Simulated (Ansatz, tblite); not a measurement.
Removing and adding an electron: Cu4Cl4 (the lowest singlet isomer of a short search). Charge 0, multiplicity 1. Geometry: r2SCAN-D4/def2-SVP. Ansatz, gas phase; energy differences of separate SCF runs; the oxidised species was run as a doublet alone; the reduced species was run as a doublet alone.

```xyz
8

Cu   -0.884   -0.929    1.590
Cu    0.884    0.929   -1.590
Cu    1.079    0.349    0.804
Cu   -1.079   -0.349   -0.804
Cl    1.126   -1.315    2.283
Cl    1.768    2.251   -0.127
Cl   -2.759   -0.402    0.657
Cl   -0.135   -0.533   -2.812
```

The xTB rows come from tblite. HOMO above LUMO, or a gap near zero within one spin, warns that the state may not be the lowest or that an electron is smeared out. The structure comes from a short search, and lower isomers may exist.

```
              level  −HOMO (eV)  vertical IE (eV)  −LUMO (eV)  vertical EA (eV)  HOMO–LUMO gap (eV)  IE − EA (eV)                                                                   remarks
           GFN1-xTB       11.76             13.83        9.29              7.19                2.47          6.64                                                                         –
           GFN2-xTB       11.36             13.81        6.68              4.78                4.68          9.02                                                                         –
   PBE-D4/def2-TZVP        6.18              8.71        3.40              1.09                2.78          7.63  HOMO above zero (-1 doublet), gap within one spin near zero (+1 doublet)
r2SCAN-D4/def2-TZVP        6.37              8.82        3.33              1.07                3.04          7.74                                              HOMO above zero (-1 doublet)
  PBE0-D4/def2-TZVP        7.80              9.36        2.66              1.12                5.14          8.24                                              HOMO above zero (-1 doublet)
```

Relaxing the reduced species (r2SCAN-D4/def2-SVP) changes its energy by -0.70 eV at PBE-D4/def2-TZVP, so the adiabatic electron affinity to this nearest minimum is 1.79 eV. At PBE0-D4/def2-TZVP it is 1.74 eV.     A HOMO above zero means that the electron is unbound at that level or that self-interaction error raises the level; the energy of removing that electron tells which. Raw xTB energy differences between charge states are shifted by several eV; the methods need an empirical correction for them. Sets without diffuse functions give affinities that are too small.
